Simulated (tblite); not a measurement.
Compound: C₅H₅FN (charge -1).
Atom-mapped SMILES: `[N:1]#[C:2][C-:3]([F:4])[CH:5]1[CH2:6][CH2:7]1` (hydrogens: H8 on C5; H9, H10 on C6; H11, H12 on C7)
Bond orders are those of one Lewis drawing.

Computed with GFN2-xTB (tblite), gas phase: Langevin dynamics at 600 K from the optimised GFN2-xTB geometry, time step 0.5 fs, friction 0.01 fs⁻¹, 2000 steps.

Start geometry:
```
atom  x, y, z in Å
N1      2.574    1.514   -0.432
C2      1.972    0.544   -0.164
C3      1.292   -0.503    0.377
F4      1.913   -1.800    0.214
C5     -0.176   -0.617    0.330
C6     -1.044   -0.068   -0.796
C7     -1.041    0.586    0.559
H8     -0.528   -1.550    0.765
H9     -0.552    0.460   -1.600
H10    -1.935   -0.606   -1.101
H11    -0.545    1.542    0.647
H12    -1.929    0.496    1.175
```

The statistics below take the 31 frames saved every 25 fs from 250 to 1000 fs; their kinetic temperature (all 3N coordinates) averages 532 K.

Task: Give the mean, spread and extremes of the bond lengths.

Result: 
```json
{"bond": "N1≡C2", "start (Å)": "1.173", "mean (Å)": "1.176", "standard deviation (Å)": "0.023", "shortest (Å)": "1.150", "longest (Å)": "1.234"}
{"bond": "C2–C3", "start (Å)": "1.361", "mean (Å)": "1.369", "standard deviation (Å)": "0.034", "shortest (Å)": "1.294", "longest (Å)": "1.429"}
{"bond": "C3–F4", "start (Å)": "1.447", "mean (Å)": "1.459", "standard deviation (Å)": "0.049", "shortest (Å)": "1.370", "longest (Å)": "1.586"}
{"bond": "C3–C5", "start (Å)": "1.474", "mean (Å)": "1.492", "standard deviation (Å)": "0.034", "shortest (Å)": "1.431", "longest (Å)": "1.570"}
{"bond": "C5–C6", "start (Å)": "1.523", "mean (Å)": "1.513", "standard deviation (Å)": "0.043", "shortest (Å)": "1.420", "longest (Å)": "1.616"}
{"bond": "C6–C7", "start (Å)": "1.505", "mean (Å)": "1.504", "standard deviation (Å)": "0.036", "shortest (Å)": "1.441", "longest (Å)": "1.592"}
{"bond": "C5–C7", "start (Å)": "1.499", "mean (Å)": "1.506", "standard deviation (Å)": "0.040", "shortest (Å)": "1.423", "longest (Å)": "1.615"}
{"bond": "C5–H8", "start (Å)": "1.089", "mean (Å)": "1.097", "standard deviation (Å)": "0.046", "shortest (Å)": "1.018", "longest (Å)": "1.200"}
{"bond": "C6–H9", "start (Å)": "1.081", "mean (Å)": "1.086", "standard deviation (Å)": "0.041", "shortest (Å)": "1.013", "longest (Å)": "1.172"}
{"bond": "C6–H10", "start (Å)": "1.084", "mean (Å)": "1.091", "standard deviation (Å)": "0.043", "shortest (Å)": "1.021", "longest (Å)": "1.190"}
{"bond": "C7–H11", "start (Å)": "1.081", "mean (Å)": "1.087", "standard deviation (Å)": "0.034", "shortest (Å)": "1.013", "longest (Å)": "1.142"}
{"bond": "C7–H12", "start (Å)": "1.084", "mean (Å)": "1.088", "standard deviation (Å)": "0.030", "shortest (Å)": "1.022", "longest (Å)": "1.142"}
```

Task: Give the same statistics for bond angles, one of each kind among heavy atoms.

Result: 
```
   angle  start (°)  mean (°)  standard deviation (°)  smallest (°)  largest (°)
N1–C2–C3      169.8     166.8                     5.0         156.2        177.1
C2–C3–F4      115.5     113.6                     5.3          98.1        121.2
C2–C3–C5      123.0     123.2                     5.5         111.7        134.6
F4–C3–C5      110.8     110.4                     4.9         100.9        119.7
C3–C5–C6      124.3     121.1                     4.6         109.9        129.1
C3–C5–C7      120.6     122.0                     5.8         112.3        132.8
C6–C5–C7       59.7      59.7                     2.1          55.5         65.8
C5–C6–C7       59.3      59.9                     2.1          55.6         64.8
C5–C7–C6       61.0      60.4                     2.3          56.0         65.0
```

Task: How far does each atom move about its mean position (frames aligned on the start, all atoms weighted alike), and what rms force does it feel?

Result: 
| atom | rms displacement (Å) | rms force (eV/Å) |
| --- | --- | --- |
| N1 | 0.68 | 2.28 |
| C2 | 0.33 | 2.93 |
| C3 | 0.21 | 2.03 |
| F4 | 0.77 | 1.22 |
| C5 | 0.13 | 2.46 |
| C6 | 0.19 | 2.41 |
| C7 | 0.18 | 2.43 |
| H8 | 0.32 | 1.46 |
| H9 | 0.41 | 1.43 |
| H10 | 0.35 | 1.43 |
| H11 | 0.37 | 1.34 |
| H12 | 0.31 | 1.13 |

The displacements run from 0.13 to 0.77 Å, the largest at F4.

The run is classical and short, so these are rough statistics of one trajectory.

What follows is the cost of the whole dynamics run. The run took 6.9 s wall on one thread of an Arm Neoverse V2, no GPU, on a shared host, and the process peaked at 0.19 GiB of memory.
